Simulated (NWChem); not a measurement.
The numbers come from NWChem runs, not from measurements. System: HBrOPb, charge 0, spin multiplicity 1, at a geometry optimised with B3LYP/def2-SVP with def2 effective core potentials on Pb. The structure started from a generated list of species. Level: B3LYP/def2-SVPD with def2 effective core potentials on Pb, VWN1-RPA local correlation.

Job file:

```
start mol
memory heap 200 mb stack 900 mb global 1100 mb
geometry units angstroms nocenter noautoz
  Pb    -0.561227    -0.467684     0.000000
  Br     1.079090     1.622283     0.000000
  O      0.956596    -1.947556     0.000000
  H      0.599712    -2.849355     0.000000
  symmetry group Cs
end
basis spherical
  * library def2-svpd
end
ecp
  Pb library def2-ecp
end
dft
  xc b3lyp
  semidirect memsize 60000000 filesize 0
  iterations 100
end
task dft energy
```

Output (cleaned and shortened):

```
             Northwest Computational Chemistry Package (NWChem) 7.3.0
             --------------------------------------------------------

                                NWChem Input Module
                                -------------------

 Scaling coordinates for geometry "geometry" by  1.889725989
 (inverse scale =  0.529177249)

 Turning off AUTOSYM since
 SYMMETRY directive was detected!

                             Geometry "geometry" -> ""
                             -------------------------

 Output coordinates in angstroms (scale by  1.889725989 to convert to a.u.)

  No.       Tag          Charge          X              Y              Z
 ---- ---------------- ---------- -------------- -------------- --------------
    1 Pb                  82.0000    -0.56122700    -0.46768400     0.00000000
    2 Br                  35.0000     1.07909000     1.62228300     0.00000000
    3 O                    8.0000     0.95659600    -1.94755600     0.00000000
    4 H                    1.0000     0.59971200    -2.84935500     0.00000000

 Effective nuclear repulsion energy (a.u.)     801.7398682930

            Nuclear Dipole moment (a.u.)
            ----------------------------
        X                 Y               Z
 ---------------- ---------------- ----------------
     0.0000302356     0.0000264562     0.0000000000

      Symmetry information
      --------------------

 Group name             Cs
 Group number              2
 Group order               2
 No. of unique centers     4

      Symmetry unique atoms

     1    2    3    4


 Summary of "ao basis" -> "" (spherical)
 ------------------------------------------------------------------------------
       Tag                 Description            Shells   Functions and Types
 ---------------- ------------------------------  ------  ---------------------
 *                         def2-svpd                  on all atoms

                                 NWChem DFT Module
                                 -----------------

 Summary of "ao basis" -> "ao basis" (spherical)
 ------------------------------------------------------------------------------
       Tag                 Description            Shells   Functions and Types
 ---------------- ------------------------------  ------  ---------------------
 Pb                        def2-svpd                12       32   5s4p3d
 Br                        def2-svpd                15       41   6s5p4d
 O                         def2-svpd                 9       23   4s3p2d
 H                         def2-svpd                 4        8   2s2p

 Summary of "ao basis" -> "ao basis" (spherical)
 ------------------------------------------------------------------------------
       Tag                 Description            Shells   Functions and Types
 ---------------- ------------------------------  ------  ---------------------
 Pb                        def2-svpd                12       32   5s4p3d
 Br                        def2-svpd                15       41   6s5p4d
 O                         def2-svpd                 9       23   4s3p2d
 H                         def2-svpd                 4        8   2s2p

      Symmetry analysis of basis
      --------------------------

        a'         72
        a"         32

            General Information
            -------------------
          SCF calculation type: DFT
          Wavefunction type:  closed shell.
          No. of atoms     :     4
          No. of electrons :    66
[...]
 d= 0,ls=0.0,diis     5  -2842.6693980257 -1.08D-02  2.96D-04  1.14D-03     6.0
  Resetting Diis
 d= 0,ls=0.0,diis     6  -2842.6695605985 -1.63D-04  7.30D-05  5.25D-05     6.4
 d= 0,ls=0.0,diis     7  -2842.6695667051 -6.11D-06  4.85D-05  2.71D-06     6.9
 d= 0,ls=0.0,diis     8  -2842.6695662008  5.04D-07  2.69D-05  6.18D-06     7.3
 d= 0,ls=0.0,diis     9  -2842.6695672631 -1.06D-06  3.57D-06  1.72D-07     7.7
 d= 0,ls=0.0,diis    10  -2842.6695672766 -1.35D-08  1.24D-06  4.00D-08     8.1

         Total DFT energy =    -2842.669567276619
      One electron energy =    -4525.595837084876
           Coulomb energy =     1547.706263668714
    Exchange-Corr. energy =     -116.440626898468
 Nuclear repulsion energy =      251.660633038010

 Numeric. integr. density =       66.000009769063

     Total iterative time =      6.6s

                  Occupations of the irreducible representations
                  ----------------------------------------------

                     irrep           alpha         beta
                     --------     --------     --------
                     a'               24.0         24.0
                     a"                9.0          9.0

                       DFT Final Molecular Orbital Analysis
                       ------------------------------------

 Vector   31  Occ=2.000000D+00  E=-2.867531D-01  Symmetry=a'
              MO Center=  5.4D-01,  5.9D-01,  6.2D-16, r^2= 4.4D+00
   Bfn.  Coefficient  Atom+Function         Bfn.  Coefficient  Atom+Function
  ----- ------------  ---------------      ----- ------------  ---------------
    49      0.451007  2 Br py                46      0.423468  2 Br py
    43     -0.280177  2 Br py                12     -0.264426  1 Pb px
    78      0.259630  3 O  px                 3      0.239890  1 Pb s
    77      0.175520  3 O  s                 81      0.176368  3 O  px
     1     -0.161628  1 Pb s                  4      0.151668  1 Pb s

 Vector   32  Occ=2.000000D+00  E=-2.819672D-01  Symmetry=a"
              MO Center=  1.0D+00,  1.2D+00, -1.2D-16, r^2= 2.6D+00
   Bfn.  Coefficient  Atom+Function         Bfn.  Coefficient  Atom+Function
  ----- ------------  ---------------      ----- ------------  ---------------
    50      0.539333  2 Br pz                47      0.499174  2 Br pz
    44     -0.330578  2 Br pz                80     -0.193821  3 O  pz
    83     -0.136828  3 O  pz                41      0.107426  2 Br pz
    53      0.077358  2 Br pz                14      0.074244  1 Pb pz
    19     -0.061832  1 Pb d -1              86     -0.056459  3 O  pz

 Vector   33  Occ=2.000000D+00  E=-2.729366D-01  Symmetry=a'
              MO Center=  8.4D-01,  8.5D-01,  1.4D-15, r^2= 3.8D+00
   Bfn.  Coefficient  Atom+Function         Bfn.  Coefficient  Atom+Function
  ----- ------------  ---------------      ----- ------------  ---------------
    48      0.490034  2 Br px                45      0.450642  2 Br px
    42     -0.297724  2 Br px                78      0.235936  3 O  px
     3      0.213035  1 Pb s                  4      0.191939  1 Pb s
    81      0.174238  3 O  px                 1     -0.145643  1 Pb s
    49     -0.137261  2 Br py                12     -0.133997  1 Pb px

 Vector   34  Occ=0.000000D+00  E=-1.133810D-01  Symmetry=a"
              MO Center= -5.5D-01, -4.3D-01, -1.1D-14, r^2= 4.0D+00
   Bfn.  Coefficient  Atom+Function         Bfn.  Coefficient  Atom+Function
  ----- ------------  ---------------      ----- ------------  ---------------
    17      0.580196  1 Pb pz                14      0.570220  1 Pb pz
    11     -0.191186  1 Pb pz                80     -0.191382  3 O  pz
     8     -0.185355  1 Pb pz                50     -0.184784  2 Br pz
    83     -0.147680  3 O  pz                47     -0.146519  2 Br pz
    44      0.094666  2 Br pz                31      0.069287  1 Pb d  1

 Vector   35  Occ=0.000000D+00  E=-5.557641D-02  Symmetry=a'
              MO Center= -7.3D-01, -6.1D-01,  2.0D-15, r^2= 6.5D+00
   Bfn.  Coefficient  Atom+Function         Bfn.  Coefficient  Atom+Function
  ----- ------------  ---------------      ----- ------------  ---------------
     5      0.650343  1 Pb s                 38     -0.444924  2 Br s
    13     -0.389839  1 Pb py                16     -0.360064  1 Pb py
     4     -0.353681  1 Pb s                  3     -0.281240  1 Pb s
    12     -0.255567  1 Pb px                37      0.252795  2 Br s
    15     -0.240120  1 Pb px                28      0.232499  1 Pb d -2

 Vector   36  Occ=0.000000D+00  E=-3.704415D-02  Symmetry=a'
              MO Center= -7.0D-01, -6.7D-01, -6.0D-16, r^2= 6.4D+00
   Bfn.  Coefficient  Atom+Function         Bfn.  Coefficient  Atom+Function
  ----- ------------  ---------------      ----- ------------  ---------------
    15      0.606471  1 Pb px                 4      0.554196  1 Pb s
    16     -0.441662  1 Pb py                12      0.353582  1 Pb px
    85     -0.293301  3 O  py                 3      0.225902  1 Pb s
    76     -0.220268  3 O  s                 32     -0.218653  1 Pb d  2
    13     -0.216675  1 Pb py                84      0.206965  3 O  px

 center of mass
 --------------
 x =  -0.09036544 y =  -0.01018187 z =   0.00000000

 moments of inertia (a.u.)
 ------------------
        1159.369506164188        -581.692092183363           0.000000000000
        -581.692092183363         617.319161029856           0.000000000000
           0.000000000000           0.000000000000        1776.688667194045

     Multipole analysis of the density
     ---------------------------------

     L   x y z        total         alpha         beta         nuclear
     -   - - -        -----         -----         ----         -------
     0   0 0 0     -0.000000    -33.000000    -33.000000     66.000000

     1   1 0 0     -1.874661    -32.754303    -32.754303     63.633945
     1   0 1 0     -0.951492    -26.989598    -26.989598     53.027703
     1   0 0 1     -0.000000     -0.000000     -0.000000      0.000000

     2   2 0 0    -40.776878   -119.244358   -119.244358    197.711837
     2   1 1 0      1.981611    -89.057389    -89.057389    180.096389
     2   1 0 1     -0.000000     -0.000000     -0.000000      0.000000
     2   0 2 0    -39.588994   -261.533618   -261.533618    483.478243
     2   0 1 1      0.000000      0.000000      0.000000      0.000000
     2   0 0 2    -37.248657    -18.624329    -18.624329      0.000000

 Task  times  cpu:        8.1s     wall:        8.1s

 Total times  cpu:        8.2s     wall:        8.2s
```
